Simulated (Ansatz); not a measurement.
Task: Name a neutral molecule of B, Br, Cl with HOMO energy (B3LYP/def2-TZVPP) between -8.35 and -8.05 eV and size of the dipole moment (ωB97M-V/def2-TZVPP) between 0.00 and 0.30 D (Ansatz, PBE0-D4/def2-TZVP geometry).

Result: `ClB(Br)Br` (-8.16 eV, 0.08 D). Other molecules can fit too; these were computed, each in one conformer that needn't be the lowest.

B3LYP here is the variant with VWN-RPA as its local correlation; programs differ in this.
